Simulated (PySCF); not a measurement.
Gas-phase equilibrium of 1 mol ZnCl₂, 0.19 mol H₂O at 600 K and 0.00133 bar, among 18 species (ClO, O₂, HCl, O, HO₂, Zn, H₂O, H, Zn(OH)₂, HOCl, H₂O₂, O₃, H₂, ZnH₂, ZnCl₂, Cl, Cl₂, OH). Only gases are allowed; each row takes one source of thermochemistry for all species, and Cantera finds the minimum.

Energies from PySCF, thermal terms from the rigid-rotor harmonic-oscillator model, ideal gas at 1 bar. † marks an energy on the PBE0/def2-TZVP geometry and frequencies; other levels use their own. 6-31G* has spherical d functions here. The species in the table below are closed-shell singlets. B3LYP is the form with VWN-RPA correlation. Zn: all electrons, no relativistic terms. No R ln 2 is added for the mirror-image form of Zn(OH)₂. Zn(OH)₂: computed as isolated molecules; such fragments, hydroxides, amides, oligomers or adducts are transient or little studied in the gas. The harmonic model lacks anharmonicity and excited electronic states, which grow with temperature; levels with a mode under 35 cm⁻¹ are left out. Soft modes under 120 cm⁻¹ make the harmonic entropy rough for ZnCl₂.

Molecules larger than those listed are left out. Table species left out: Zn+.

Mole fractions:

| thermochemistry | x ZnCl₂ | x H₂O | x HCl | x Zn(OH)₂ |
|---|---|---|---|---|
| B3LYP/6-31G* | 0.84 | 0.16 | 0.00020 | 0.00010 |
| r2SCAN/def2-TZVP† | 0.84 | 0.16 | 7.6e-6 | 3.8e-6 |
| LDA/def2-TZVP† | 0.84 | 0.16 | 2.2e-5 | 1.1e-5 |
| ωB97M-V/def2-TZVP† | 0.84 | 0.16 | 4.6e-6 | 2.3e-6 |
| ωB97X-V/def2-TZVP† | 0.84 | 0.16 | 6.0e-6 | 3.0e-6 |
The most sensitive of these is Zn(OH)₂: it spans a factor of 10^1.6 over these rows; at this temperature one factor of ten is RT ln 10 = 11 kJ/mol.
